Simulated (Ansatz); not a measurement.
Basis-set series for B2O3 (`O=BOB=O`). The species carries charge 0 and has multiplicity 1. Geometry: relaxed with PBE0-D4/def2-TZVP. It is one conformer, not always the lowest.

```tsv
functional	basis	functions	energy (Eh)	HOMO (eV)	LUMO (eV)
PBE0-D4	def2-SVP	70	-275.02371	-10.07	-0.73
PBE0-D4	def2-QZVPP	285	-275.35725	-10.23	-1.23
ωB97M-V	def2-SVP	70	-275.26321	-12.41	1.05
ωB97M-V	def2-QZVPP	285	-275.60054	-12.61	0.28
```

Give the rows for def2-TZVPP. (An estimate is asked.)

Ansatz gave: 
| functional | basis | functions | energy (Eh) | HOMO (eV) | LUMO (eV) |
| --- | --- | --- | --- | --- | --- |
| PBE0-D4 | def2-TZVPP | 155 | -275.34119 | -10.21 | -1.25 |
| ωB97M-V | def2-TZVPP | 155 | -275.58562 | -12.59 | 0.21 |

Positive LUMOs are unbound and depend on the basis.
